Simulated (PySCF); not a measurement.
Compound: C7H11ClSi2.
Geometry (GFN2-xTB, Å), atoms numbered from 1 in this order:
```
atom  x, y, z in Å
C1     2.976    1.267   -1.328
C2     2.075    0.396   -0.603
C3     1.335   -0.333   -0.003
C4     0.438   -1.201    0.728
Si5   -0.444   -0.184    2.128
Si6   -1.953    1.047    0.884
C7    -1.582    0.395   -0.885
C8    -1.501   -1.093   -0.875
C9    -0.610   -1.781   -0.165
Cl10  -0.663   -3.526   -0.204
H11    3.919    1.356   -0.791
H12    2.537    2.259   -1.434
H13    3.173    0.861   -2.321
H14    1.028   -2.009    1.167
H15    0.612    0.536    2.849
H16   -1.012   -1.169    3.058
H17   -1.783    2.506    0.882
H18   -3.368    0.789    1.186
H19   -0.625    0.815   -1.201
H20   -2.334    0.717   -1.603
H21   -2.226   -1.631   -1.469
```

Probes without a nucleus sit at each ring's centroid and 1 Å off its mean plane on both sides; NICS is minus the shielding there, NICSzz its component along the normal. Level: GIAO PBE0/pcSseg-1 (PySCF, non-relativistic, gas phase) on the GFN2-xTB geometry, one conformer.

Ring bond lengths (Å), with Mayer bond orders in brackets: C4–Si5 1.942 (0.81), Si5–Si6 2.311 (0.91), Si6–C7 1.922 (0.88), C7–C8 1.491 (1.06), C8–C9 1.331 (1.78), C9–C4 1.494 (0.99).

What do the NICS probes read (ppm)?

| ring | type | NICS(0) | NICS(1), two faces | NICS(1)zz, two faces | rms pucker (Å) | centre to ring atoms, mean (Å) |
| --- | --- | --- | --- | --- | --- | --- |
| C4–Si5–Si6–C7–C8–C9 | 6-membered ring with 2 Si; formal bonds 1 double, 5 single | -3.2 | -5.4 / -2.6 | -3.6 / -2.0 | 0.33 | 1.65 |

What do they say, and how far can they be read as aromaticity?

- C4–Si5–Si6–C7–C8–C9: mean NICS(1)zz -2.8 ppm, near zero. C4, Si5, Si6, C7 have four or more neighbours, and the NICS criterion for π rings isn't applied.

What is the mean of the two in-plane components of NICS at the first NICS(1) probe listed for ring C4–Si5–Si6–C7–C8–C9, 1 Å off the ring?

The isotropic value is a third of the trace: (3 × -5.4 − (-3.6))/2 = -6.3 ppm.

Give the inner angles of the rings and the Hirshfeld charges of the ring atoms.

- C4–Si5–Si6–C7–C8–C9: C4 108.4° (-0.101 e), Si5 100.8° (+0.248 e), Si6 100.9° (+0.247 e), C7 110.0° (-0.154 e), C8 123.8° (-0.060 e), C9 126.0° (+0.013 e); sum 669.9° against 720° for a flat convex ring.

How shielded are the nuclei of the rings and their hydrogens (means over atoms taken as equivalent)?

| atoms | environment | σ isotropic (ppm) | principal values of the symmetric part, first atom (ppm) |
| --- | --- | --- | --- |
| C4 | sp3 carbon bound to silicon | 162.1 | 145.1, 156.9, 184.4 |
| Si5 | SiH2 silicon | 418.7 | 385.2, 411.4, 459.6 |
| Si6 | SiH2 silicon | 431.8 | 407.7, 422.8, 464.9 |
| C7 | sp3 carbon bound to silicon | 174.4 | 159.7, 176.1, 187.5 |
| C8 | alkene CH carbon | 53.5 | -48.9, 64.3, 145.0 |
| C9 | vinylic C–Cl carbon | 45.6 | -54.8, 84.7, 106.9 |
| H14 | methine hydrogen | 28.26 | 23.8, 27.7, 33.3 |
| H15 | Si–H hydrogen | 27.71 | 23.9, 25.7, 33.6 |
| H16 | Si–H hydrogen | 27.72 | 23.7, 25.4, 34.0 |
| H17 | Si–H hydrogen | 27.70 | 24.3, 24.7, 34.0 |
| H18 | Si–H hydrogen | 28.05 | 24.4, 25.2, 34.5 |
| H19 | methylene hydrogen | 29.31 | 23.9, 27.9, 36.1 |
| H20 | methylene hydrogen | 29.59 | 24.6, 27.2, 37.0 |
| H21 | vinylic hydrogen | 25.49 | 21.2, 26.2, 29.0 |

The list is cut; further classes of hydrogen are left out.

On one thread, Arm Neoverse N1 (aarch64), on a shared host, this took 2.2 min of wall time (with the writing of density and orbital grids) and 1.1 GiB of memory at its peak. This is the whole shielding run at PBE0/pcSseg-1, SCF included.
